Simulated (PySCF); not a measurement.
How methods differ on the electron affinity of Ru

Ru⁻ [Kr] 4d7 5s2 [4d3/2^4 4d5/2^3, M_J = 9/2] → Ru [Kr] 4d7 5s1 [4d3/2^4 4d5/2^3 5s1/2^1, M_J = 5], as a difference of total energies. Calculation: PySCF 2.14, in x2c-TZVPall-2c with one added diffuse shell each of s, p, d type (9s10p8d1f, 86 functions); the two-component X2C-1e Hamiltonian. Correlated levels: [Ar] 3d10 frozen; the 6 highest virtual spinors dropped. "Screened" scales the spin-orbit matrix elements by Boettger's factors to mimic the two-electron term; Breit and QED terms are absent.

```
                    method  electron affinity (eV)
           GHF (spin-free)                  -0.170
          GMP2 (spin-free)                   0.520
 GHF (screened spin-orbit)                  -0.173
GMP2 (screened spin-orbit)                   0.515
```

The spin-free rows relax to the high-spin LS determinant and lack the spin-orbit shift.

Errors of the correlated levels include the incompleteness of this basis and the frozen core.

The labels give the starting determinants; with spin-orbit coupling the two ends relaxed to ⟨J²⟩ = 24.94, ⟨L²⟩ = 12.10, ⟨S²⟩ = 3.91 and ⟨J²⟩ = 30.01, ⟨L²⟩ = 12.09, ⟨S²⟩ = 5.98.

A negative affinity means that the anion lies above the atom at that level of theory.

For comparison: 1.046 eV (measured; photodetachment measurements, as compiled on the Wikipedia data page of electron affinities).
